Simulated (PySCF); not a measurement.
Si(CF3)(Cl)2(H) (CHCl2F3Si), SMILES Cl[SiH](C(F)(F)F)Cl. The structure is a stationary point at PBE-D3(BJ)/def2-SVP.

Computed equilibrium geometry at PBE-D3(BJ)/def2-SVP (PySCF confirms it by a frequency run) as a Z-matrix, and its point group:
point group Cs.
```
Si
H 1 1.4913
C 1 1.9402 2 109.31
F 3 1.3503 1 112.96 2 180.00
F 3 1.3576 4 107.96 1 -121.98
F 3 1.3576 4 107.96 5 -116.04
Cl 1 2.0599 2 110.35 3 118.50
Cl 1 2.0599 2 110.35 3 -118.50
```
Charge 0, spin multiplicity 1.
